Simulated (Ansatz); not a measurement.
`C[SiH2][SiH2]O` → `C[SiH2]`• + `O[SiH2]`•  (homolysis of the Si–Si bond)

Gas-phase electronic energies from Ansatz, PBE0-D4/def2-TZVP geometries. CCSD(T)/CBS is the MP2 limit (def2-TZVPP, def2-QZVPP) plus CCSD(T) − MP2 in def2-TZVPP, frozen cores. This one scheme is used for every species. DFT in def2-TZVPP. Open shells (•) are unrestricted, without spin–orbit coupling. One conformer a species, not always the lowest.

`C[SiH2][SiH2]O`:

```xyz
12

C     0.432    0.800    1.675
Si    0.739   -0.552    0.410
Si   -0.929   -0.609   -1.240
O    -1.004    0.808   -2.098
H    -0.508    0.626    2.204
H     0.368    1.776    1.188
H     1.237    0.837    2.412
H     0.805   -1.885    1.075
H     2.057   -0.329   -0.259
H    -0.699   -1.773   -2.147
H    -2.276   -0.758   -0.628
H    -0.222    1.059   -2.592
```

`C[SiH2]`•:

Z-matrix (Å, degrees):
```
C
Si 1 1.875
H 1 1.092 2 110.8
H 1 1.094 2 110.5 3 119.9
H 1 1.092 2 110.8 3 -120.2
H 2 1.490 1 111.8 3 178.7
H 2 1.491 1 111.8 3 -58.2
```

`O[SiH2]`•:

Z-matrix (Å, degrees):
```
Si
O 1 1.652
H 1 1.497 2 111.2
H 1 1.488 2 105.6 3 119.9
H 2 0.958 1 117.3 3 51.8
```

Task: What is ΔE at CCSD(T)/CBS? (Best estimate.)

Result: The calculation gave: +79.7 kcal/mol.

Task: What do these levels give: BLYP-D4, PBE0-D4, ωB97M-V, PBE0, LC-ωPBE, CCSD/def2-SVP? (An estimate is asked.)

Result: Computed: BLYP-D4 72.8, PBE0-D4 76.0, ωB97M-V 79.7, PBE0 74.2, LC-ωPBE 74.4, CCSD/def2-SVP 72.3 kcal/mol.

Largest T1 diagnostic among the species: 0.015.

At CCSD(T), def2-SVP lies −6.3 kcal/mol from the extrapolated value and def2-TZVPP −2.6 kcal/mol: correlation converges slowly with the basis, and small sets miss more of it in the bonded molecule than in its fragments. In def2-TZVPP, CCSD(T) changes the Hartree–Fock value by +20.4 kcal/mol (the triples alone add +1.4 kcal/mol) and MP2 by +20.3 kcal/mol; breaking electron pairs costs correlation energy, which Hartree–Fock lacks. From BLYP to BHLYP (50 % exact exchange), in def2-TZVPP and without D4, ΔE moves by +4.2 kcal/mol.
